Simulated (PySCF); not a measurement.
ClH2NSn, SMILES [Sn]([NH2])[Cl] (connectivity only; charge and spin as stated), neutral, multiplicity 1. Atoms are numbered in the order given.

```xyz
5

Sn    -0.3825     0.4399     0.0000
Cl     0.2502    -1.8886     0.0000
N      1.5329     1.0855     0.0000
H      1.8152     2.0548     0.0000
H      2.3260     0.4593     0.0000
```
Charge 0, spin multiplicity 1.

Coordinates come from a B3LYP-D3(BJ)/def2-TZVP optimisation. The def2 effective core potentials stand for the cores of Sn; spin–orbit coupling is left out. Other conformers were not sampled.

Calculation: B3LYP-D3(BJ)/def2-TZVP run with PySCF 2.14.0.

Frequencies are harmonic and unscaled.

Computed vibrational spectrum:
| mode | ν (cm⁻¹) | IR (km/mol) | moving atoms (share of kinetic energy) |
|---|---|---|---|
| 1 | 159 | 1.9 | N 46 %, Cl 23 %, H 20 %, Sn 11 % |
| 2 | 321 | 61.6 | Cl 77 %, Sn 22 % |
| 3 | 367 | 186.1 | H 83 %, N 17 % |
| 4 | 449 | 26.4 | H 97 % |
| 5 | 599 | 70.2 | N 73 %, H 16 %, Sn 11 % |
| 6 | 646 | 25.6 | H 79 %, N 19 % |
| 7 | 1538 | 25.4 | H 90 %, N 10 % |
| 8 | 3528 | 15.0 | H 96 % |
| 9 | 3642 | 21.2 | H 91 %, N 9 % |
